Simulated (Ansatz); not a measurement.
Cost and result for the atomization energy of F₂HInS, SMILES `[F][In]([F])[SH]` (5 atoms, 4 bonds).

Total charge 0; spin multiplicity 1. Correlated methods include outer-core shells of In, which these sets cover unevenly. In takes the def2 core potential. The geometry is a stationary point of PBE0-D4/def2-TZVP. It is one conformer, not always the lowest. Program: Ansatz. All runs use 4 threads of an Arm Neoverse V2 on a shared host. Times are those of one run each, without the atoms' runs, and a repeat can differ threefold. Electronic energies, without spin–orbit coupling; frozen cores. CCSD(T)/CBS adds CCSD(T) − MP2 in def2-TZVPP to the MP2 limit, and its time is that of the two runs behind it. T1 = 0.016. With those shells the extrapolation isn't a true limit. B3LYP takes the VWN-RPA correlation (the form of Gaussian; ORCA's B3LYP/G).

CCSD(T)/CBS is a level of theory with its own doubt, some kJ/mol a heavy atom from the limit and from the frozen cores, so smaller differences don't rank the functionals.

```csv
level,functions,atomization (kcal/mol),difference from CCSD(T)/CBS,per bond
CCSD(T)/def2-SVP,77,315.9,-36.9,-9.2
CCSD(T)/CBS(def2),–,352.8,0.0,0.0
B3LYP-D4/def2-TZVPP (with forces),168,339.5,-13.3,-3.3
B97M-V/def2-TZVPP,168,351.4,-1.4,-0.4
PBE-QIDH/def2-TZVPP,168,341.0,-11.8,-3.0
PBE-D4/def2-TZVPP (with forces),168,356.4,3.6,0.9
BLYP-D4/def2-TZVPP,168,344.9,-7.9,-2.0
LDA (SPW92)/def2-TZVPP,168,412.4,59.6,14.9
CCSD(T)/def2-TZVPP,168,336.7,-16.1,-4.0
revPBE-D4/def2-TZVPP,168,342.2,-10.6,-2.6
MP2/def2-QZVPP,296,361.1,8.3,2.1
r2SCANh-D4/def2-TZVPP,168,343.9,-8.9,-2.2
B2PLYP/def2-TZVPP,168,339.8,-13.0,-3.2
```

(1) Order the runs by time, with rough figures. (An estimate is asked.)

Answers

(1) Ansatz gave: LDA (SPW92)/def2-TZVPP 0.6 s; revPBE-D4/def2-TZVPP 0.95 s; BLYP-D4/def2-TZVPP 1.1 s; PBE-D4/def2-TZVPP (with forces) 1.1 s; CCSD(T)/def2-SVP 1.4 s; B3LYP-D4/def2-TZVPP (with forces) 1.9 s; r2SCANh-D4/def2-TZVPP 2.4 s; PBE-QIDH/def2-TZVPP 2.4 s; B2PLYP/def2-TZVPP 2.5 s; B97M-V/def2-TZVPP 3.7 s; MP2/def2-QZVPP 4.8 s; CCSD(T)/def2-TZVPP 31 s; CCSD(T)/CBS(def2) 35 s.

From PBE to PBE0 (25 % exact exchange), in def2-TZVPP and without D4, the atomization energy moves by −14.6 kcal/mol: exact exchange takes away binding that semilocal exchange gives to molecules. In def2-TZVPP, CCSD(T) changes the Hartree–Fock value by +108.3 kcal/mol (the triples alone add +9.2 kcal/mol) and MP2 by +122.8 kcal/mol; breaking electron pairs costs correlation energy, which Hartree–Fock lacks. Leaving LDA and LC-ωPBE aside and taking each functional with its dispersion term where it has one, the values, not all of them listed here, spread over 34.5 kcal/mol, from BHLYP-D4 to PBE-D4. LDA lies +58.3 kcal/mol from PBE without D4, its usual overbinding.

Spin–orbit coupling would lower the free In atoms strongly, and the atomization energy with them, by more than many differences here.
